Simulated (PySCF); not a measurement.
Compound: CH₆AlSSb.
Atom-mapped SMILES: `[CH3:1][S:2][AlH:3][SbH2:4]` (hydrogens: H5, H6, H7 on C1; H8 on Al3; H9, H10 on Sb4)

Computed with PBE0-D3(BJ)/def2-SVP geometry optimisation, gas phase, def2 core potentials past Kr (PySCF 2.14.0).

Task: Give the optimised bond lengths and angles.

Result: 
```
               bond  length (Å)
              C1–S2       1.824
             S2–Al3       2.177
            Al3–Sb4       2.664
C1–H5, C1–H6, C1–H7       1.098
             Al3–H8       1.587
    Sb4–H9, Sb4–H10       1.720
```

Bonds in one row agree within 0.01 Å and their mean is given. A selection of angles:
```
     angle  degrees
  S2–C1–H5    108.6
  S2–C1–H7    112.3
  H5–C1–H6    108.9
 C1–S2–Al3    106.8
S2–Al3–Sb4    123.4
 S2–Al3–H8    112.7
Sb4–Al3–H8    123.8
Al3–Sb4–H9     89.0
H9–Sb4–H10     90.4
```

Torsions: C1–S2–Al3–Sb4 0° (synperiplanar).

S2 (sulfur bonded to Al and C) is bent (angle 106.8°). Sb4 (antimony bonded to Al and 2 H) is pyramidal (angles 90.4°, 89.1° and 89.0°, sum 268.4°, 1.11 Å off the plane of its three neighbours). The 4 heavy atoms lie in one plane (0.003 Å rms). Al3 (aluminium bonded to S, Sb and H) is planar (angles 123.8°, 123.4° and 112.7°, sum 360.0°, 0.00 Å off the plane of its three neighbours).

Point group: Cs (tolerance 0.08 Å). Whether it is a minimum is left open (no frequencies). The numbers are those of one conformer (C1–S2–Al3–Sb4 0°, S2–Al3–Sb4–H -46° and 44°).

The run took 23 s on one thread of an AMD EPYC 9R45, on a shared host, and the process peaked at 0.45 GiB of memory. That covers the optimisation of the geometry.
